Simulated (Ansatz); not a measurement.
```yaml
crystal:
  periodic: [false, false, false]
  atoms:
    - {symbol: N, position_ang: [-0.275191, 1.532332, -1.365351]}
    - {symbol: V, position_ang: [0.025238, -0.007428, -0.117961]}
    - {symbol: O, position_ang: [2.157265, -0.620175, -0.342630]}
    - {symbol: O, position_ang: [-1.386164, -1.622724, -0.726409]}
    - {symbol: O, position_ang: [-0.362983, 0.560743, 1.982218]}
    - {symbol: H, position_ang: [-0.420744, 2.394215, -2.276787]}
    - {symbol: H, position_ang: [2.564668, -1.405323, 0.474867]}
    - {symbol: H, position_ang: [-1.481326, -2.549228, 0.037308]}
    - {symbol: H, position_ang: [-0.710139, 1.659716, 2.313371]}
basis:
  gaussian: {orbitals: def2-TZVP}
magnetization: {spin_polarized: true, initial_magnetization: 2}
hamiltonian: {xc: {name: wB97X-V}}
output: {forces: true}
```

```sh
$ ansatz run in.yaml --threads 4 --pin off --events-out ev --progress --plain --max-ram 10444MiB
```

Output, abridged:

```
Functional definition: wB97X-V
1246 factors; their error is unknown
270 factors; integrals over basis functions are off by at most 1.4e-5 eV
mean field evaluation 1: about -33351.4173 eV, gradient 7.3e1 eV
mean field evaluation 2: about -32759.1395 eV, gradient 4.2e2 eV
mean field evaluation 4: about -33372.1024 eV, gradient 1.9e1 eV
mean field evaluation 8: about -33373.2800 eV, gradient 5.3e-1 eV
mean field evaluation 16: about -33373.3511 eV, gradient 1.2e-1 eV
mean field evaluation 32: about -33373.4809 eV, gradient 1.7e-3 eV
mean field -33373.48085501 eV, -1226.4528000639 hartree, gradient 3.9e-8 eV, S^2 2.444276; 9 other end points of the search recorded, 0 dependent functions left out
reference -33373.48085269 eV, -1226.4527999785 hartree; 30, 28 occupied and 163, 165 virtual orbitals, 1246 factors
Total energy: -33373.48085269 eV, -1226.4527999785 hartree
Atom 0 at    -0.275191     1.532332    -1.365351 Å, force    -0.310234     2.053377    -2.513209 eV/Å
Atom 1 at     0.025238    -0.007428    -0.117961 Å, force     0.474610    -2.310497     1.649181 eV/Å
Atom 2 at     2.157265    -0.620175    -0.342630 Å, force    -2.054238    -2.440318     4.003672 eV/Å
Atom 3 at    -1.386164    -1.622724    -0.726409 Å, force     2.174869    -1.239680     4.465121 eV/Å
Atom 4 at    -0.362983     0.560743     1.982218 Å, force    -0.978366     4.250569    -2.085830 eV/Å
Atom 5 at    -0.420744     2.394215    -2.276787 Å, force     0.601656    -3.580948     3.813892 eV/Å
Atom 6 at     2.564668    -1.405323     0.474867 Å, force    -2.303379     3.908073    -3.824928 eV/Å
Atom 7 at    -1.481326    -2.549228     0.037308 Å, force     0.654286     4.740929    -3.507786 eV/Å
Atom 8 at    -0.710139     1.659716     2.313371 Å, force     1.740797    -5.381504    -2.000113 eV/Å
Dipole moment:    -0.169510     0.702819    -0.274977 e Å
```

Hardware: 4 threads of an AMD EPYC 9R45 on a shared host. Wall time 69 s, peak host memory 1.1 GiB.
